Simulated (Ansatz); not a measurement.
A made-up structure of AlBH$_{2}$F$_{2}$, closed shell:

```
6
angstrom
B -0.3511 0.7062 -0.0851
Al 0.3042 -0.6116 0.0740
F 1.5524 -0.5425 1.1221
F -0.4099 -1.7553 -0.8450
H -1.2257 0.8644 0.6949
H 0.1302 1.3387 -0.9609
```

It is relaxed with PBE-D4/def2-SVP and then PBE0-D4/def2-TZVP (Ansatz 0.2.0). Atoms count as bonded within 1.22 times the sum of their covalent radii (H–H: 0.88 Å). The end point is not checked to be a true minimum.

(1) Does its bonding change? (A judgement: the text doesn't fix the answer.)

Results:

(1) By the calculation: No: no bond forms or breaks.

Where it ends: The first stage lowers the energy by 5.83 eV in 8 steps. It ends as AlBH₂F₂ ([BH2][Al]([F])[F]):
B1  (-0.500, 1.006, -0.121)
Al2  (0.433, -0.871, 0.105)
F3  (1.723, -1.075, 1.107)
F4  (-0.096, -2.198, -0.712)
H5  (-1.409, 1.349, 0.576)
H6  (-0.151, 1.790, -0.955)
(Å)

Labels in which every atom is bracketed show which atoms are joined, not bond orders.

For scale, one of the runs: PBE0-D4/def2-TZVP relaxation, 142 basis functions, launched by `ansatz run in.yaml --threads 2 --pin off --events-out ev --progress --plain --max-ram 4352MiB`. The run took about 25 s on 2 CPU threads of an Intel Xeon Platinum 8259CL (shared host).
